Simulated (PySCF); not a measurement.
# VNF₂, singlet: computed properties

All numbers come from PySCF, PBE0, basis V def2-SVP, N def2-SVP, F def2-SVP (no relativity, density fitting).

The structure is a minimum.

* Point group: Cs
* Bond lengths: V–F 1.742 Å (×2), V–N 1.500 Å
* Bond angles: F–V–F 127.3°, F–V–N 110.1° (×2)
* Heat capacity Cp at 298.15 K: 61.7 J/(mol K)
* Dipole moment: 2.78 D
* Lowest empty level: -3.81 eV
* Entropy at 298.15 K and 1 bar: 298.2 J/(mol K)
* Rotational symmetry number: 1
* Enthalpy at 298.15 K above 0 K: 14.43 kJ/mol
* Atomisation energy without zero-point energy: 1504 kJ/mol
* Principal polarisabilities: 14.1, 26.8, 31.5 bohr³
* Principal quadrupole moments (Buckingham, traceless) about the centre of mass: -7.02, -2.81, 9.84 D Å
* Zero-point energy: 21.3 kJ/mol
* Rotational constants: 0.3318, 0.1765, 0.1201 cm⁻¹
* Highest occupied level: -8.81 eV

Harmonic modes (masses in u: V 50.944, N 14.003, F 18.998):
```json
{"symmetry": "a'", "ω (cm⁻¹)": "112", "IR (km/mol)": "70.9", "μ (u)": "24.29"}
{"symmetry": "a'", "ω (cm⁻¹)": "262", "IR (km/mol)": "20.5", "μ (u)": "20.60"}
{"symmetry": "a''", "ω (cm⁻¹)": "362", "IR (km/mol)": "0.1", "μ (u)": "16.06"}
{"symmetry": "a'", "ω (cm⁻¹)": "715", "IR (km/mol)": "71.4", "μ (u)": "20.31"}
{"symmetry": "a''", "ω (cm⁻¹)": "826", "IR (km/mol)": "209", "μ (u)": "25.83"}
{"symmetry": "a'", "ω (cm⁻¹)": "1277", "IR (km/mol)": "114", "μ (u)": "16.74"}
```

Charges (e):
| atom | Mulliken | Löwdin | polar tensor | Mayer order to V1 |
| --- | --- | --- | --- | --- |
| V1 | 1.13 | 0.49 | 1.92 | – |
| N2 | -0.29 | -0.05 | -0.58 | 2.89 |
| F3,4 | -0.42 | -0.22 | -0.67 | 0.93 |

Mulliken populations on V1: s 6.09, p 12.40, d 3.35, f 0.03.

Outer orbital energies (eV). occupied: -12.86, -12.25, -12.05, -11.87, -11.55, -9.79, -9.12, -8.81; empty: -3.81, -3.20, -1.66, -0.03.

Formally V is in oxidation state +5, d0. The polar-tensor charge on V, 1.92, is far below the formal one.

Stability towards spin polarisation was not tested. Other isomers or separated fragments may lie lower.

The final relaxation and frequency run took 53 s on 2 threads of a shared Arm Neoverse N1 host, with 73 basis functions and 16 gradients; the process peaked at 0.88 GiB. Launch command: `OMP_NUM_THREADS=2 python axn.py task.json out`.
